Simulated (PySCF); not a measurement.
SMILES CC(C)(C)[O] (C₄H₉O), doublet (PBE0/def2-SVP optimised geometry):

```
14

C      0.700     0.862    -1.227
C      0.151     0.095     0.000
C      0.679    -1.344     0.000
C     -1.381     0.137     0.004
O      0.660     0.802     1.057
H      0.341     0.365    -2.141
H      0.346     1.903    -1.221
H      1.799     0.859    -1.223
H      0.322    -1.903    -0.878
H      0.338    -1.871     0.903
H      1.779    -1.344     0.000
H     -1.732     1.179     0.007
H     -1.799    -0.378    -0.875
H     -1.770    -0.357     0.907
```

Level of theory: PySCF with unrestricted PBE0/def2-TZVP.

Question: What are the frontier orbital energies (α orbitals alone; a β orbital can be the lowest empty one) and the dipole moment?

Answer: HOMO-2 -10.13 eV, HOMO-1 -8.79 eV, HOMO -7.93 eV, LUMO 1.00 eV, LUMO+1 2.28 eV; dipole moment 2.04 D.

On the same geometry unrestricted PBE/def2-TZVP (PySCF) gives HOMO-2 -8.62 eV, HOMO-1 -7.08 eV, HOMO -6.09 eV, LUMO 0.20 eV, LUMO+1 1.39 eV; dipole moment 2.16 D.

Meta-Löwdin charges at PBE0/def2-TZVP: C1 -0.33, C2 0.26, C3 -0.36, C4 -0.36, O5 -0.29, H6 0.13, H7 0.12, H8 0.12, H9 0.11, H10 0.12, H11 0.12, H12 0.12, H13 0.11, H14 0.12.
